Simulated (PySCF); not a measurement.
CH$_{6}$AlO$_{4}$Si (SMILES [CH3][Al+][O][Si](O)(O)O), charge +1, singlet, at a GFN2-xTB geometry (such geometries of metal compounds can be far from the true shape).

Input for PySCF:
```python
from pyscf import gto, scf

mol = gto.Mole()
mol.atom = '''
    Al   -1.47581541    1.10659658    0.80925124
    C    -2.91231060    2.18371006    1.59694156
    H    -3.31907799    1.66505913    2.47216402
    H    -3.70659780    2.32977006    0.85650440
    H    -2.51289459    3.15738599    1.90172817
    O    -0.29509848    0.22127088    0.16181483
    Si    0.98467813   -0.73833181   -0.53994015
    O     0.88768608   -2.14034783    0.22000809
    O     2.31536408    0.08657114   -0.22152568
    O     0.61665738   -0.81031815   -2.09298762
    H     0.39274116   -2.88759398   -0.10920994
    H     2.86417243   -0.06934967    0.54413083
    H     0.95875446   -0.20405048   -2.74654778
'''
mol.basis = 'sto-3g'
mol.charge = 1
mol.verbose = 4
mol.build()

mf = scf.RHF(mol)
mf.kernel()
```

Question: What does this run give for the HOMO energy, nuclear repulsion energy, Mulliken (on the basis functions themselves) charges in atom order, HOMO-LUMO gap, total energy, number of basis functions?

Answer: 
The HOMO energy is -13.99 eV, the nuclear repulsion energy is 447.4013 Eh and the Mulliken (on the basis functions themselves) charges in atom order is Al1 1.18, C2 -0.35, H3 0.09, H4 0.09, H5 0.09, O6 -0.64, Si7 1.46, O8 -0.54, O9 -0.54, O10 -0.54, H11 0.22, H12 0.22, H13 0.22. The HOMO-LUMO gap is 15.78 eV, the total energy is -860.884994 Ha and the number of basis functions is 49.
